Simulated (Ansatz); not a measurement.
Reaction (ligand exchange at a Ga–O bond): `O[CH2][Ga]([OH])[F]` + HCl → `O[CH2][Ga]([F])[Cl]` + H₂O

Gas-phase electronic energies from Ansatz, PBE0-D4/def2-TZVP geometries. CCSD(T)/CBS is the MP2 limit (def2-TZVPP, def2-QZVPP) plus CCSD(T) − MP2 in def2-TZVPP, frozen cores. This one scheme is used for every species. Functionals use def2-TZVPP. For Ga outer-core shells are correlated without core-valence functions, which leaves a few kJ/mol of doubt a bond. Scalar relativity is left out up to krypton. One conformer a species, not always the lowest.

```csv
level,ΔE (kJ/mol)
PBE-D4,-63.5
r2SCAN-D4,-63.1
PBE0-D4,-68.6
r2SCAN,-62.8
HF/def2-TZVPP,-73.4
CCSD(T)/def2-TZVPP,-58.2
HF/def2-QZVPP,-72.6
MP2/def2-QZVPP,-61.6
```

Q: What does CCSD(T)/CBS give? (An estimate is asked.)

A: Computed: -62.5 kJ/mol. The listed levels differ from it by -1.0, -0.6, -6.1, -0.3, -10.9, 4.3, -10.1, 0.9 kJ/mol.

Largest T1 diagnostic among the species: 0.014.

In def2-TZVPP, CCSD(T) changes the Hartree–Fock value by +15.1 kJ/mol (the triples alone add +1.2 kJ/mol) and MP2 by +14.0 kJ/mol. From PBE to PBE0 (25 % exact exchange), in def2-TZVPP and without D4, ΔE moves by −5.2 kJ/mol.
